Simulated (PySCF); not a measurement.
InH, SMILES [InH] (connectivity only; charge and spin as stated), neutral, multiplicity 1.

The structure is a stationary point at PBE0-D3(BJ)/def2-TZVPD. The def2 effective core potentials stand for the cores of In; spin–orbit coupling is left out.

All values below come from PBE/def2-TZVPD run with PySCF.

Gas-phase values at a fixed geometry.

Computed frontier levels, gap, dipole moment and polarisability:
```json
{
 "highest_occupied_level": "-4.79 eV",
 "lowest_empty_level": "-2.44 eV",
 "orbital_gap": "2.35 eV",
 "dipole_moment": "0.93 D",
 "quadrupole, principal values (traceless, Buckingham form, about the centre of nuclear charge)": "-9.53, 4.76, 4.76 D·Å",
 "mean_static_polarisability": "52.4 bohr³ (7.76 Å³)",
 "polarisability_principal_values": "44.8, 44.8, 67.5 bohr³"
}
```
